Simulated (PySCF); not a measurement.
A geometry optimisation on `CBCCC`.

Computed with PBE0-D3(BJ)/def2-SVP geometry optimisation, gas phase (PySCF 2.14.0). Start geometry: GFN2-xTB. A driver script takes a list of jobs; this job's settings line and coordinates (Å) are shown.

Input:
```
{"job": {"xc": "PBE0", "basis": "def2-SVP", "d3": "d3bj", "grid": 1, "kind": "geom"}, "charge": 0, "multiplicity": 1}
C      2.316626    -0.269185    -0.464353
B      1.484944     0.598413     0.546426
C     -0.087543     0.579569     0.636316
C     -0.856796    -0.361127    -0.293079
C     -2.364347    -0.253219    -0.090060
H      3.196036    -0.707632     0.004064
H      1.760898    -1.063688    -0.953697
H      2.698820     0.385959    -1.248794
H      2.058616     1.329560     1.265178
H     -0.371736     0.356462     1.671040
H     -0.449345     1.600936     0.470733
H     -0.617385    -0.120594    -1.330911
H     -0.545237    -1.391622    -0.109425
H     -2.894631    -0.922397    -0.764736
H     -2.632896    -0.515615     0.931758
H     -2.703622     0.763123    -0.281871
```

Output:
```
step   0  E = -183.53238280  max force = 0.013617
step   1  E = -183.53514602  max force = 0.002080
step   2  E = -183.53520078  max force = 0.000887
step   3  E = -183.53520664  max force = 0.000334
optimisation converged
```

Energies in Eh; «max force» is the largest Cartesian gradient component in Eh/bohr.

How much energy does the optimisation release, in kJ/mol?

E(step 0) − E(last step) = 0.002824 Eh, which is 7.4 kJ/mol.

Give the first gradient maximum in eV/Å.

With 1 Eh/bohr = 51.422 eV/Å, 0.700 eV/Å.

Main results: final energy -183.53521 Eh after 3 steps; dipole 0.41 D.

Give the final coordinates.

0.039 Å rms from the input after alignment:
```
atom  x, y, z in Å
C1     2.3695   -0.3319   -0.0873
B2     1.5075    0.5409    0.8816
C3    -0.0571    0.5512    0.9523
C4    -0.8549   -0.3683    0.0349
C5    -2.3608   -0.2574    0.2179
H6     3.2692   -0.7358    0.4044
H7     1.8365   -1.1399   -0.6090
H8     2.7584    0.3622   -0.8588
H9     2.0933    1.3079    1.6237
H10   -0.3168    0.3636    2.0154
H11   -0.3720    1.6069    0.8192
H12   -0.5964   -0.1512   -1.0162
H13   -0.5416   -1.4137    0.2008
H14   -2.9077   -0.9320   -0.4589
H15   -2.6564   -0.5094    1.2495
H16   -2.7120    0.7686    0.0206
```

On an Arm Neoverse V1 with one thread, no GPU (shared host), this took 20 s of wall time.
Labels such as C1 count atoms from 1, the log's own numbers from 0.
